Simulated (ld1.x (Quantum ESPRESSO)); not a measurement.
samarium: TM pseudisation with PBE, scalar-relativistic reference atom.

```
Element                 : samarium
Generator               : ld1.x (Quantum ESPRESSO) 7.5
Type                    : norm-conserving Troullier–Martins (Kleinman–Bylander form)
Functional              : PBE
Relativity              : scalar-relativistic
Frozen core             : [Kr] 4d10 4f6
Valence charge          : 10
Reference configuration : 5s2 5p6 5d0 6s2 6p0
Partial waves           : 5s (bound): rc 2.20 bohr; 5d (bound, empty): rc 2.35 bohr; 5p (bound): rc 2.20 bohr
Local potential         : the p channel
Core correction         : a·sin(br)/r model core, default radius (core density twice the valence density)
```

Occupied shells without a wave of their own: 6s. They enter only through the test configuration that unscreens the potential, and ld1.x also counts them in the model core charge.

All-electron outer shells of the reference configuration (PBE, scalar-relativistic, ld1.x):

```csv
shell,level (eV),outermost node (bohr),outermost maximum (bohr)
4d,-128.80,0.28,0.59
5s,-43.27,0.69,1.27
5p,-23.23,0.73,1.43
6s,-3.58,1.70,3.66
4f,-2.47,–,0.61
5d,-1.68,0.84,2.17
6p,-1.21,2.06,4.94
```

What the tests gave:

* Cutoffs needed: 25 Ry and 40 Ry (the cutoffs (Ry, on a coarse ladder) from which the occupation-weighted sum of valence levels, in a spherical-Bessel basis at the reference potential, stays within 10 and 1 mRy of its value at 400 Ry)
* Ghost test: no extra level below or beside the all-electron valence levels (s, d, p, f tested) (spherical-Bessel basis up to 400 Ry, 20 bohr box)
* Configuration tests: 1 of 7 tests not solved or not reliable; not counted: 5s2 5p6 5d0 6s0 6p2 (solver errors, printed error -689 eV)

ld1.x takes every shell without a wave as core, so the model core holds the 6s electrons as well and exchange and correlation see them twice. This cancels in the reference configuration, but the file is broken for other ones, and its errors say nothing about a proper core correction.

Generation and tests took about 2.7 s on one core of a shared server CPU.
